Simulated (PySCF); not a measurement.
Geometry:
```csv
atom,x (Å),y (Å),z (Å)
C1,1.651,-0.076,0.125
O2,0.353,0.409,0.330
Si3,-0.988,-0.121,-0.488
O4,-1.413,-1.677,-0.141
O5,-2.200,0.889,-0.002
H6,1.772,-1.098,0.525
H7,2.365,0.581,0.643
H8,1.925,-0.097,-0.946
H9,-0.720,-0.110,-1.944
H10,-1.845,-1.810,0.709
H11,-1.902,1.725,0.370
```

PySCF 2.14.0 with density-fitted response routines calculation with PBE0/pcSseg-1 with gauge-including orbitals and coordinates at the PBE0-D3(BJ)/def2-SVP level; gas phase, averaged over atoms made equivalent by symmetry, fast rotation or ring inversion, one conformer, non-relativistic Hamiltonian.

Scale: 13C (σref 184.41), 1H (σref 31.27), 29Si (σref 351.99) against TMS; 17O (σref 334.56) vs H2O (reference shieldings calculated alike).

```tsv
atoms	nucleus	count	Hirshfeld charge	δ (ppm)
Si3	29Si	1	0.50	?
H10/H11	1H	2	0.18	1.64
O4/O5	17O	2	-0.31	54.4
H9	1H	1	-0.08	4.30
O2	17O	1	-0.25	43.7
H6/H7/H8	1H	3	0.04	?
C1	13C	1	-0.03	50.7
```

Estimate the values marked ?.

Results:


- H6/H7/H8: 3.59 ppm, hydrogen on a methyl carbon bonded to O; its carbon carries O, hence the downfield position
- Si3: -43.4 ppm, silicon bonded to 3 O, H

OH and NH positions are those of a molecule without intermolecular hydrogen bonds; in solution they move with solvent, concentration and temperature, and exchange usually removes their couplings. Shifts are as computed. Against solution values, carbons near 30 ppm lie about +2 ppm off and those near 130 ppm about +5 ppm. Of 1211 compounds with measured shifts, 218 miss one by over three times the rms of a fit or turn the order of signals round; such compounds aren't used in these exercises. Experimental scales use liquid or dissolved standards, which lie at an offset from isolated H2O (liquid H2O: subtract about 36 ppm).
